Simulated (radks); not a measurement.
All-electron atom: O III in [He] 2s2 2p2 (the NIST ground configuration).

Method: scalar-relativistic Kohn-Sham, LDA (Slater exchange, VWN5 correlation), spin-unpolarised, spherical densities, finite nucleus; Fermi nuclear charge, rms radius 2.6991 fm; computed with a radial shooting solver on a logarithmic mesh with Libxc functionals.

Energy parts (eV):
part                     energy
total                 -1977.721
kinetic                1972.686
electron-nucleus      -4492.087
Hartree                 726.018
exchange-correlation   -184.338

Orbitals (lengths in bohr, moments of r in powers of bohr; <r^-3> diverges for s and p1/2; r(90%) holds 90 % of the orbital's charge):
1s: occ. 2; eigenvalue (eV) -553.8728; r(90%) 0.359
2s: occ. 2; eigenvalue (eV) -58.0297; r(90%) 1.62
2p: occ. 2; eigenvalue (eV) -43.3632; r(90%) 1.67; <r^-3> 7.275
3s: occ. 0; eigenvalue (eV) -14.1373; r(90%) 4.61
3p: occ. 0; eigenvalue (eV) -11.0697; r(90%) 5.19; <r^-3> 1.021
3d: occ. 0; eigenvalue (eV) -7.7458; r(90%) 5.92; <r^-3> 0.07111

The highest occupied level is 2p at -43.363 eV. The density falls to 0.001 e/bohr^3 at r = 2.58 bohr.
